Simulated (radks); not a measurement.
Values are calculated unless marked as measured or tabulated.
Spin polarisation of the 4f3 shell in the neodymium ion Nd3+. Start: [Xe] 4f(up 1.5, down 1.5); electrons of 4f are moved from spin down to spin up, other shells keep equal spins. Code: a radial shooting solver on a logarithmic mesh with Libxc functionals. Model: scalar-relativistic Kohn-Sham, PBEsol, spin-polarised, spherical densities, finite nucleus; Fermi nuclear charge, rms radius of each element as measured or else 0.836 A^(1/3) + 0.57 fm.

| moment (Bohr magnetons) | E - E(0) (eV) | e(4f up) (eV) | e(4f down) (eV) | 5p down minus up (eV) | 5s down minus up (eV) | 4d down minus up (eV) |
|---|---|---|---|---|---|---|
| 0 | 0.000 | -30.834 | -30.834 | 0.000 | 0.000 | 0.000 |
| 0.75 | -0.102 | -31.094 | -30.552 | 0.266 | 0.350 | 0.606 |
| 1.5 | -0.406 | -31.331 | -30.248 | 0.533 | 0.700 | 1.212 |
| 2.25 | -0.914 | -31.545 | -29.921 | 0.800 | 1.052 | 1.818 |
| 3 | -1.626 | -31.736 | -29.571 | 1.070 | 1.406 | 2.423 |

At moment 3 the spin-polarisation energy is -1.626 eV and the 4f exchange splitting 2.165 eV, that is 0.722 eV per Bohr magneton; E = -I m^2/4 would give I = 0.722 eV.
